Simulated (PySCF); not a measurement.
C4H8BN, SMILES CC1=CCB1N.

Geometry optimised at B3LYP-D3(BJ)/def2-SVP. The structure was generated by enumeration, and PubChem lists no compound with its InChIKey, so it may never have been made. One conformer was computed; it need not be the lowest.

Level of theory: TDA-LC-ωPBE/def2-SVPD in PySCF.

Vertical excitations. The molecule is in vacuum. State labels are in the subgroup Cs.

**Question.** List the lowest excited states. (The exact figures need the calculation; the answer reports its results.)

**Answer.** 
| state | symmetry | energy (eV) | λ (nm) | f | main pairs |
|---|---|---|---|---|---|
| S1 | A" | 6.45 | 192 | 0.000 | HOMO−1→LUMO+1 93 % |
| S2 | A' | 6.52 | 190 | 0.203 | HOMO→LUMO+1 91 % |
| S3 | A" | 6.68 | 186 | 0.002 | HOMO−2→LUMO+1 93 % |
| S4 | A" | 7.16 | 173 | 0.003 | HOMO→LUMO 81 % |
| S5 | A" | 7.86 | 158 | 0.039 | HOMO−3→LUMO 37 %, HOMO→LUMO+2 27 %, HOMO→LUMO+3 18 %, HOMO−4→LUMO+1 6 % |
| S6 | A" | 7.91 | 157 | 0.003 | HOMO−4→LUMO+1 84 % |
| S7 | A' | 8.30 | 149 | 0.017 | HOMO−1→LUMO 85 % |
| S8 | A" | 8.32 | 149 | 0.001 | HOMO→LUMO+2 43 %, HOMO−3→LUMO 25 %, HOMO→LUMO+4 14 %, HOMO→LUMO 7 % |
| S9 | A" | 8.37 | 148 | 0.005 | HOMO→LUMO+3 70 %, HOMO→LUMO+2 12 % |
| S10 | A' | 8.56 | 145 | 0.146 | HOMO−3→LUMO+1 63 %, HOMO−2→LUMO 22 % |
| T1 | A' | 3.84 | 323 | 0 | HOMO→LUMO+1 88 % |
| T2 | A" | 5.74 | 216 | 0 | HOMO−1→LUMO+1 61 %, HOMO−2→LUMO+1 33 % |
| T3 | A" | 6.20 | 200 | 0 | HOMO−2→LUMO+1 61 %, HOMO−1→LUMO+1 33 % |
| T4 | A' | 6.78 | 183 | 0 | HOMO−3→LUMO+1 66 %, HOMO−3→LUMO+7 10 % |
Triplets are in the Tamm–Dancoff approximation.
